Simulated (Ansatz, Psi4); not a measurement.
System: SF (charge 0, doublet). SMILES: F[S]
Coordinates optimised at B3LYP-D3(BJ)/def2-TZVP (Ansatz, a program for electronic structure):
```
S
F 1 1.6093
```
Charge 0, spin multiplicity 2.

B3LYP/6-311+G** beside other levels, property by property. Conventions: each state is the SCF solution reached for its charge and spin; atomisation electronic, to ground-state atoms; non-relativistic; 6-311+G** with 5d, 6d on Na to Ar in Ansatz; UHF or UKS for open shells; frozen cores in correlated levels; six Cartesian d functions in 6-31G* and its kin unless marked 5d; no spin-orbit coupling. CBS marks a two-point X^-3 extrapolation of the correlation energy; Hartree-Fock from the larger set (for Q and 5 zeta extrapolated as (X+1)exp(-9√X)). Ab initio and DFT rows: single points at B3LYP-D3(BJ) geometries (Ansatz), with unscaled harmonic terms from B3LYP/6-31G* at its own minima, enthalpies of formation by atomisation with measured atoms. Anions need diffuse functions, which STO-3G, LANL2DZ, def2-SVP, cc-pVDZ and Pople sets without + lack.

Coupled cluster (Ansatz) is a level with limits of its own, used here on species with T1 under 0.025 (0.045 for open shells) and stable references: (a) CCSD(T)/CBS(aug-cc-pV(T+d)Z,aug-cc-pV(Q+d)Z); (b) CCSD(T)/CBS(cc-pV(Q+d)Z,cc-pV(5+d)Z).

```csv
property,B3LYP/6-311+G** (Ansatz),HF/6-31G* (Ansatz),PBE/6-31G* (Ansatz),wB97X-D/6-31G* (Psi4),to compare with
enthalpy of formation at 298 K (kcal/mol),9.5,57.6,-5.5,5.2,0.6 coupled cluster (b)
vertical electron affinity to the singlet (eV),2.23,0.77,1.31,1.58,2.20 coupled cluster (a)
atomisation energy (kcal/mol),75.8,27.8,90.8,80.2,84.7 coupled cluster (b)
vertical ionisation energy to the triplet (eV),10.47,9.36,9.92,10.20,10.36 coupled cluster (a)
```

As the rows show:
- enthalpy of formation at 298 K: B3LYP/6-311+G** lies 8.9 kcal/mol above coupled cluster.
- vertical electron affinity to the singlet: B3LYP/6-311+G** lies 0.03 eV above coupled cluster.
- atomisation energy: B3LYP/6-311+G** lies 8.9 kcal/mol below coupled cluster.
- vertical ionisation energy to the triplet: B3LYP/6-311+G** lies 0.11 eV above coupled cluster.

The properties are those with a value to compare with, at most eight drawn at random. No case is left out for the size of its miss. Left out are saddle points of the reference geometry, anions that the best level run finds unbound, excited spin states, species near biochemistry, cases with under five habitual levels, runs that failed or whose electronic state is in doubt, and table entries that another table contradicts.
